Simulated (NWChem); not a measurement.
System: CH3BrGeO, singlet; SMILES C[O][Ge][Br]

```xyz
7

Ge     0.8738    -0.7210     0.0001
Br    -0.1345     1.4625    -0.0001
O     -0.5624    -1.7957    -0.0008
C     -1.9562    -1.5448     0.0004
H     -2.1888    -0.4576    -0.0176
H     -2.4170    -2.0276    -0.8882
H     -2.4109    -1.9952     0.9089
```
Atoms are numbered in this order, from 1.

Results from NWChem. Pople sets run with spherical d functions. Low-valent species are run as closed-shell singlets; no triplet was tried in these runs. Coordinates come from a PBE-D3(BJ)/def2-SVP optimisation. Level PBE/6-31G*: single points from the atomic guess with DIIS by default; each run changes one setting, and all converged runs end within 0.3 mHa of each other. cgmin counts macro-iterations, each dearer than a DIIS step.

```json
[
 {"setting": "defaults", "SCF iterations": "11"},
 {"setting": "DIIS on 20 Fock matrices", "SCF iterations": "9"},
 {"setting": "level shift of 0.5 Ha throughout", "SCF iterations": "19"},
 {"setting": "core-Hamiltonian guess", "SCF iterations": "15"},
 {"setting": "quadratically convergent solver (cgmin)", "SCF iterations": "5"},
 {"setting": "70 % damping for 30 cycles", "SCF iterations": "33"}
]
```
